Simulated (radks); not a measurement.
The numbers below are computed, except where a source is named.
The table gives one normalised radial function P(r) = r R(r) (large component) of Hf27+ in [Kr] 4d9 (r in bohr). Code: a radial shooting solver on a logarithmic mesh with Libxc functionals. Model: Dirac Kohn-Sham, B86b exchange with PBE correlation, spin-unpolarised, spherical densities, point nucleus; open shells fill j = l - 1/2 first.

| r | P |
|---|---|
| 0.00117 | 0.0000 |
| 0.001523 | 0.0000 |
| 0.001967 | 0.0001 |
| 0.002562 | 0.0002 |
| 0.003309 | 0.0004 |
| 0.004309 | 0.0008 |
| 0.005566 | 0.0016 |
| 0.007247 | 0.0034 |
| 0.009362 | 0.0070 |
| 0.01219 | 0.0142 |
| 0.01575 | 0.0278 |
| 0.0205 | 0.0544 |
| 0.0267 | 0.1029 |
| 0.03449 | 0.1835 |
| 0.04491 | 0.3159 |
| 0.05801 | 0.5003 |
| 0.07554 | 0.7333 |
| 0.09758 | 0.9408 |
| 0.1271 | 1.0108 |
| 0.1641 | 0.7857 |
| 0.2137 | 0.1632 |
| 0.2761 | -0.6928 |
| 0.3595 | -1.4478 |
| 0.4643 | -1.6523 |
| 0.6046 | -1.2512 |
| 0.7873 | -0.6181 |
| 1.017 | -0.1930 |
| 1.324 | -0.0311 |
| 1.711 | -0.0024 |
| 2.228 | -0.0001 |

Which n and l does it have? It may be an empty orbital.

Answer. n = 4, l = 2: the number of nodes gives n - l - 1 = 1, the rise at small r points to l (this Dirac orbital starts as r^gamma with gamma = sqrt((l + 1)^2 - (Z/c)^2) = 2.95; the j = 5/2 orbital of l + 1 starts with the same power, but with a smaller coefficient, and then steepens), and the extent must fit the shell. The curve is that of 4d5/2; the two j differ most near the nucleus, where j = l - 1/2 has the larger amplitude, and in heavy atoms j = l - 1/2 is also the more compact. 4d5/2: eigenvalue -1026.2 eV, 1 radial node at r = 0.225 bohr, <r> = 0.469 bohr, 90 % of the charge inside 0.686 bohr.
